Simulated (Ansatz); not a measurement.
Stepwise reaction of `[NH]=[Nb]([NH2])([NH2])[Cl]` with hydrogen chloride, as a gas-phase model of exchange steps in deposition or etching. ΔE in kJ/mol; ΔG adds harmonic PBE0-D4 terms to CCSD(T)/CBS, at 1 bar.

Isolated molecules relaxed with PBE0-D4/def2-TZVP in Ansatz; ΔE leaves out vibrations. CCSD(T)/CBS adds triple-zeta CCSD(T) − MP2 to the extrapolated MP2 energy (def2 sets, frozen cores). This one scheme is used for every species. DFT in def2-TZVPP. B3LYP here is the variant with VWN-RPA as its local correlation; programs differ in this. Elements past krypton have def2 core potentials. For Nb outer-core shells are correlated without core-valence functions, which leaves a few kJ/mol of doubt a bond. Each species was taken in one conformer, which may not be the lowest.

```csv
step,reaction,PBE-D4,B3LYP-D4,ωB97M-V,CCSD(T)/CBS,ΔG(600 K)
1,`[NH]=[Nb]([NH2])([NH2])[Cl]` + HCl → `[NH]=[Nb]([NH2])([Cl])[Cl]` + NH₃,-84.1,-84.3,-83.4,-84.9,-75.7
```

Task: Give the row of step 2, `[NH]=[Nb]([NH2])([Cl])[Cl]` + HCl → `[NH]=[Nb]([Cl])([Cl])[Cl]` + NH₃. (Best estimate.)

Result: Computed: 
```tsv
step	reaction	PBE-D4	B3LYP-D4	ωB97M-V	CCSD(T)/CBS	ΔG(600 K)
2	`[NH]=[Nb]([NH2])([Cl])[Cl]` + HCl → `[NH]=[Nb]([Cl])([Cl])[Cl]` + NH₃	-58.5	-58.0	-56.2	-56.7	-45.8
```

Task: By hand: ΔE of the 2 steps together at CCSD(T)/CBS.

Result: (-84.9) + (-56.7) = -141.6 kJ/mol, or -70.8 kJ/mol a step.

In ΔE each step is higher than the one before. All are downhill at CCSD(T)/CBS. ΔG lies between -75.7 and -45.8 kJ/mol a step. PBE-D4 differs from CCSD(T)/CBS by -1.8 to 0.8 kJ/mol a step. Isolated molecules leave out the surface, adducts and barriers. Largest T1 diagnostic: 0.020.
